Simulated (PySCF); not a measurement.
## `O=[S@@]1CC[S@](=O)OC1`, C$_{3}$H$_{6}$O$_{3}$S$_{2}$

Geometry:
| atom | x (Å) | y (Å) | z (Å) |
| --- | --- | --- | --- |
| O1 | 1.668 | -2.012 | -0.784 |
| S2 | 0.842 | -1.398 | 0.250 |
| C3 | -0.699 | -0.795 | -0.607 |
| C4 | -1.507 | 0.050 | 0.343 |
| S5 | -0.666 | 1.704 | 0.552 |
| O6 | -0.306 | 2.074 | -0.799 |
| O7 | 0.710 | 1.082 | 1.291 |
| C8 | 1.534 | 0.330 | 0.466 |
| H9 | -0.400 | -0.222 | -1.487 |
| H10 | -1.235 | -1.687 | -0.933 |
| H11 | -2.503 | 0.256 | -0.047 |
| H12 | -1.585 | -0.399 | 1.331 |
| H13 | 2.515 | 0.240 | 0.934 |
| H14 | 1.632 | 0.777 | -0.531 |

Computed, not measured: GIAO BHandHLYP/pcSseg-1 magnetisability, rotational g tensor and spin-rotation constants, non-relativistic, gas phase (PySCF 2.14.0). Geometry: GFN2-xTB.

Question: Give the nuclear spin-rotation constants along the inertial axes (H = +C I·J) beside the isotropic shieldings.

Answer: Rotational constants 2.9844, 1.1472, 1.0180 GHz. A star marks the isotopologue with that one atom substituted, in its own axes.
```tsv
atom	isotope	Caa (kHz)	Cbb (kHz)	Ccc (kHz)	mean (kHz)	σ (ppm)
H9	1H	-0.302	-0.117	0.045	-0.125	27.7
H10	1H	-0.200	0.011	-0.128	-0.106	28.8
H11	1H	-0.222	0.007	-0.129	-0.115	29.2
H12	1H	-0.342	-0.132	0.033	-0.147	29.4
H13	1H	-0.232	0.048	-0.118	-0.101	27.1
H14	1H	-0.296	-0.116	0.066	-0.115	26.3
O1	17O*	-0.685	0.076	-0.110	-0.239	287.9
S2	33S*	1.275	0.531	0.322	0.710	185.2
C3	13C*	0.547	0.190	0.208	0.315	139.8
C4	13C*	0.614	0.197	0.227	0.346	129.0
S5	33S*	1.499	0.519	0.423	0.814	66.8
O6	17O*	-0.533	0.013	-0.393	-0.304	172.0
O7	17O*	-0.693	-0.162	-0.137	-0.330	189.4
C8	13C*	0.612	0.259	0.263	0.378	109.4
```
For the geometry as given, no vibrational averaging.

Question: How do the rotational constants and the g tensor change when H9, H10, H11, H12, H13, H14 are replaced by deuterium?

Answer: Constants 2.5767, 1.1212, 0.9694 GHz; g -0.0342, -0.0240, -0.0202, against -0.0395, -0.0245, -0.0213 before.
